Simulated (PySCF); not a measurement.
C₆H₁₃NO.
Geometry (PBE0-D3(BJ)/def2-SVP, Å), atoms numbered from 1 in this order:
```
atom  x, y, z in Å
C1     3.4185    0.2023    0.0945
O2     2.0584    0.0159    0.3634
C3     1.2481    1.0465    0.0186
C4    -0.0672    0.9058   -0.1988
C5    -0.9249    2.0972   -0.4950
C6    -0.7286   -0.4522   -0.1240
C7    -1.6013   -0.5822    1.1207
N8    -1.5569   -0.6531   -1.3090
H9     3.9547   -0.6732    0.4838
H10    3.6181    0.2873   -0.9895
H11    3.8130    1.1072    0.5936
H12    1.7348    2.0306   -0.0339
H13   -0.3249    3.0127   -0.6039
H14   -1.6617    2.2729    0.3070
H15   -1.5039    1.9352   -1.4165
H16    0.0846   -1.1979   -0.0362
H17   -2.4260    0.1459    1.0992
H18   -2.0458   -1.5895    1.1800
H19   -1.0069   -0.4205    2.0313
H20   -2.0315   -1.5521   -1.2496
H21   -0.9677   -0.6925   -2.1387
```

Method used: PBE0-D3(BJ)/def2-SVP geometry optimisation, gas phase (PySCF 2.14.0).

Masses are those of the commonest isotopes; rigid-rotor values at the optimised geometry. The values belong to one conformer with, in the numbering `[CH3:1][O:2]/[CH:3]=[C:4](/[CH3:5])[C@@H:6]([CH3:7])[NH2:8]`, C1–O2–C3–C4 158°, C3–C4–C6–C7 108°, C4–C6–N8–H -178° and 65°.

Task: Give the principal moments of inertia and the rotational constants in GHz.

Result: Ia = 165.20, Ib = 429.99, Ic = 484.96 u·Å²; 505379 MHz·u·Å²/I gives 3059, 1175 and 1042 MHz, that is A = 3.0592, B = 1.1753, C = 1.0421 GHz.

Task: Classify the top.

Result: An asymmetric top. Ray's parameter κ = (2B − A − C)/(A − C) = -0.868; −1 is the prolate and +1 the oblate limit.

Task: What does the inertial defect say?

Result: Not planar: Δ = Ic − Ia − Ib = -110.24 u·Å². For a rigid frame Δ = −2 Σ m c², so Σ m c² = 55.12 u·Å² lies off the ab plane: 16.90 from hydrogen and 38.22 from heavier atoms. The atom farthest from that plane is 2.08 Å away.

Task: Give the other two planar moments, Paa and Pbb, and the rms extents of the mass along the axes.

Result: Paa = Σ m a² = (Ib + Ic − Ia)/2 = 374.87 and Pbb = Σ m b² = (Ia + Ic − Ib)/2 = 110.08 u·Å². With the mass M = 115.10 u, the rms extents √(P/M) along a, b and c are 1.80, 0.98, 0.69 Å.

Task: List the rotational levels J(Ka,Kc) to J = 2 (cm⁻¹).

Result: Above 0(0,0):
J = 1: 1(0,1) 0.0740, 1(1,1) 0.1368, 1(1,0) 0.1412
J = 2: 2(0,2) 0.2217, 2(1,2) 0.2803, 2(1,1) 0.2936, 2(2,1) 0.4821, 2(2,0) 0.4824
Those of J = 1 are B + C, A + C and A + B.

Task: Which lines would a microwave search look for?

Result: The dipole components are |μa| = 1.67 D, |μb| = 0.41 D, |μc| = 0.76 D. The squared components, which scale the intensities, stand as 1.00 : 0.06 : 0.21 (a : b : c). Some lines, for components of 0.1 D or more:

```
type  branch         J(Ka,Kc)    MHz  lower level (cm⁻¹)
   c       R  1(1,0) ← 0(0,0)   4235               0.000
   c       Q  3(2,2) ← 3(1,2)   5456               0.522
   a       R  3(1,3) ← 2(1,2)   6448               0.280
   b       Q  4(2,3) ← 4(1,4)   6529               0.782
   b       R  4(0,4) ← 3(1,3)   7222               0.495
   b       Q  4(3,2) ← 4(2,3)   9775               1.000
   c       R  3(2,1) ← 2(1,1)  12338               0.294
   c       R  3(2,2) ← 2(1,2)  12704               0.280
   b       R  4(2,3) ← 3(1,2)  14321               0.522
   b       R  4(4,0) ← 3(3,1)  22524               1.029
```

Whether it is a minimum is left open (no frequencies). Constants of a rigid frame at the computed geometry: no zero-point averaging, no centrifugal distortion. A rigid rotor knows nothing of inversion at nitrogen or internal rotation, which can split or shift real lines. Quadrupole hyperfine structure (14N) is left out.

Rough CPU time on one thread of a shared machine: about 4 min. This is the geometry optimisation.
